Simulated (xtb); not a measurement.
ClF, charge +1, doublet, geometry from GFN2-xTB (a state made from the parent by changing its charge; the spin is typed, not shown lowest); GFN0-xTB run with xtb.

Here is a job for xtb.
```
$ xtb mol.xyz --gfn 0 --chrg 1 --uhf 1 --opt --json

# file mol.xyz
2

F     -0.00000000    -0.00000000    -1.04610145
Cl     0.00000000     0.00000000     0.55381842
```

Predict the main parts of the log of this xtb run.


```
   ID    Z sym.   atoms
    1    9 F      1
    2   17 Cl     2

           -------------------------------------------------
          |                Calculation Setup                |
           -------------------------------------------------

           -------------------------------------------------
          |                 G F N 0 - x T B                 |
           -------------------------------------------------

          ...................................................
          :                      SETUP                      :
          :.................................................:
          :  # basis functions                  14          :
          :  # atomic orbitals                  13          :
          :  # shells                            5          :
          :  # electrons                        13          :
          :  electronic temp.          300.0000000     K    :
          :  accuracy                    1.0000000          :
          :  -> integral cutoff          0.2500000E+02      :
          :  -> integral neglect         0.1000000E-07      :
          ...................................................

         :::::::::::::::::::::::::::::::::::::::::::::::::::::
         ::                     SUMMARY                     ::
         :::::::::::::::::::::::::::::::::::::::::::::::::::::
         :: total energy              -6.025198245234 Eh    ::
         :: gradient norm              0.035125625483 Eh/a0 ::
         :: HOMO-LUMO gap              3.490322824510 eV    ::
         ::.................................................::
         :: H0 energy                 -7.659283287349 Eh    ::
         :: repulsion energy           0.002865395096 Eh    ::
         :: electrostat energy         1.631319441088 Eh    ::
         :: -> Gsolv                   0.000000000000 Eh    ::
         ::    -> Gsasa                0.000000000000 Eh    ::
         ::    -> Gshift               0.000000000000 Eh    ::
         :: dispersion energy         -0.000099794069 Eh    ::
         :: short-range corr.          0.000000000000 Eh    ::
         :: add. restraining           0.000000000000 Eh    ::
         :: total charge               1.000000000000 e     ::
         :::::::::::::::::::::::::::::::::::::::::::::::::::::

      -----------------------------------------------------------
     |                   =====================                   |
     |                        A N C O P T                        |
     |                   =====================                   |
     |               Approximate Normal Coordinate               |
     |                Rational Function Optimizer                |
      -----------------------------------------------------------
      -----------------------------------------------------------
     |                   =====================                   |
     |                        A N C O P T                        |
     |                   =====================                   |
     |               Approximate Normal Coordinate               |
     |                Rational Function Optimizer                |
      -----------------------------------------------------------

          ...................................................
          :                      SETUP                      :
          :.................................................:
          :   optimization level            normal          :
          :   max. optcycles                   200          :
          :   ANC micro-cycles                  20          :
          :   degrees of freedom                 1          :
          :.................................................:
          :   RF solver                   davidson          :
          :   write xtbopt.log                true          :
          :   linear (good luck)              true          :
          :   energy convergence         0.5000000E-05 Eh   :
[...]
 * total energy  :    -6.0251982 Eh     change        0.0000000E+00 Eh
 * total energy  :    -6.0258914 Eh     change       -0.6931515E-03 Eh
 * total energy  :    -6.0267139 Eh     change       -0.8225488E-03 Eh
 * total energy  :    -6.0267498 Eh     change       -0.3584040E-04 Eh
 * total energy  :    -6.0267504 Eh     change       -0.5672668E-06 Eh
   *** GEOMETRY OPTIMIZATION CONVERGED AFTER 5 ITERATIONS ***
[...]

         :::::::::::::::::::::::::::::::::::::::::::::::::::::
         ::                     SUMMARY                     ::
         :::::::::::::::::::::::::::::::::::::::::::::::::::::
         :: total energy              -6.026750353181 Eh    ::
         :: gradient norm              0.000392802916 Eh/a0 ::
         :: HOMO-LUMO gap              3.800517733064 eV    ::
         ::.................................................::
         :: H0 energy                 -7.664014821354 Eh    ::
         :: repulsion energy           0.005159075677 Eh    ::
         :: electrostat energy         1.632205260419 Eh    ::
         :: -> Gsolv                   0.000000000000 Eh    ::
         ::    -> Gsasa                0.000000000000 Eh    ::
         ::    -> Gshift               0.000000000000 Eh    ::
         :: dispersion energy         -0.000099867924 Eh    ::
         :: short-range corr.          0.000000000000 Eh    ::
         :: add. restraining           0.000000000000 Eh    ::
         :: total charge               1.000000000000 e     ::
         :::::::::::::::::::::::::::::::::::::::::::::::::::::

           -------------------------------------------------
          |                Property Printout                |
           -------------------------------------------------

    * Orbital Energies and Occupations

         #    Occupation            Energy/Eh            Energy/eV
      -------------------------------------------------------------
         1        2.0000           -0.9649003             -26.2563
         2        2.0000           -0.7993528             -21.7515
         3        2.0000           -0.4854451             -13.2096
         4        2.0000           -0.4843788             -13.1806
         5        2.0000           -0.4843788             -13.1806
         6        1.5000           -0.4085954             -11.1184
         7        1.5000           -0.4085954             -11.1184 (HOMO)
         8                         -0.2689289              -7.3179 (LUMO)
         9                         -0.0561482              -1.5279
        10                         -0.0561482              -1.5279
        11                         -0.0334100              -0.9091
        12                         -0.0334100              -0.9091
        13                          0.2865269               7.7968
      -------------------------------------------------------------
                  HL-Gap            0.1396665 Eh            3.8005 eV
             Fermi-level            0.0000000 Eh            0.0000 eV

     #   Z          covCN         q      C6AA      α(0)
     1   9 F        0.864     0.152     8.210     3.300
     2  17 Cl       0.864     0.848    75.698    13.300

 Mol. C6AA /au·bohr⁶  :        131.865517
 Mol. C8AA /au·bohr⁸  :       4580.284308
 Mol. α(0) /au        :         16.599671

Wiberg/Mayer (AO) data.
largest (>0.10) Wiberg bond orders for each atom

 ---------------------------------------------------------------------------
     #   Z sym  total        # sym  WBO       # sym  WBO       # sym  WBO
 ---------------------------------------------------------------------------
     1   9 F    1.417 --     2 Cl   1.417
     2  17 Cl   1.417 --     1 F    1.417
 ---------------------------------------------------------------------------

Topologies differ in total number of bonds
Writing topology from bond orders to xtbtopo.mol

 dipole moment from electron density (au)
     X       Y       Z
  -0.0000  -0.0000  -0.0069  total (Debye):    0.017

optimized geometry written to: xtbopt.xyz

           -------------------------------------------------
          | TOTAL ENERGY               -6.026750353181 Eh   |
          | GRADIENT NORM               0.000392802916 Eh/α |
          | HOMO-LUMO GAP               3.800517733064 eV   |
           -------------------------------------------------

normal termination of xtb
```
